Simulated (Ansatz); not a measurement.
`O[SiH](F)O[SiH2]F` + CH₃OH → `CO[SiH2]O[SiH](O)F` + H–F  (ligand exchange at the Si–F bond)

Isolated molecules relaxed with PBE0-D4/def2-TZVP in Ansatz; ΔE leaves out vibrations. CBS: MP2 limit from def2 TZ/QZ plus the TZ coupled-cluster correction, frozen cores. This one scheme is used for every species. Functionals use def2-TZVPP. Each species was taken in one conformer, which may not be the lowest.

`O[SiH](F)O[SiH2]F`:

```xyz
10

O     2.217   -0.654   -1.042
Si    1.007   -0.886    0.008
F     0.126   -2.139   -0.423
O     0.014    0.396    0.043
Si   -1.423    1.067    0.382
F    -1.781    0.795    1.909
H     2.029   -0.410   -1.949
H     1.604   -1.150    1.320
H    -2.484    0.452   -0.442
H    -1.310    2.527    0.194
```

CH₃OH:

```xyz
6

C    -0.179    0.285    0.117
O     0.880   -0.426   -0.482
H     0.089    1.342    0.087
H    -0.333    0.002    1.166
H    -1.125    0.159   -0.423
H     0.667   -1.361   -0.465
```

`CO[SiH2]O[SiH](O)F`:

```xyz
14

C    -1.504    1.766   -0.358
O    -0.518    0.777   -0.138
Si   -0.438   -0.618   -1.015
O     0.752   -1.493   -0.336
Si    1.735   -1.406    0.962
O     1.803    0.114    1.521
F     1.142   -2.381    2.068
H    -1.376    2.242   -1.335
H    -2.512    1.342   -0.298
H    -1.403    2.528    0.416
H    -0.100   -0.323   -2.428
H    -1.733   -1.336   -0.929
H     3.077   -1.894    0.630
H     1.075    0.682    1.240
```

H–F:

Cartesian coordinates in Å:
```
F 0.361 0.249 0.138
H -0.361 -0.249 -0.138
```

```
  level  ΔE (eV)
ωB97M-V     0.37
 r2SCAN     0.41
```

Task: What does CCSD(T)/CBS give? (Estimate.)

Result: The calculation gave: +0.34 eV. The listed levels differ from it by 0.03, 0.07 eV.

Largest T1 diagnostic among the species: 0.012.

In def2-TZVPP, CCSD(T) changes the Hartree–Fock value by −0.20 eV (the triples alone add −0.03 eV) and MP2 by −0.22 eV. The D4 term adds −0.12 eV with B3LYP and −0.07 eV with PBE0; it sums over pairs of atoms, weighted by their polarisabilities, and B3LYP, whose exchange is more repulsive, gets the larger term.

B3LYP here is the variant with VWN-RPA as its local correlation; programs differ in this.
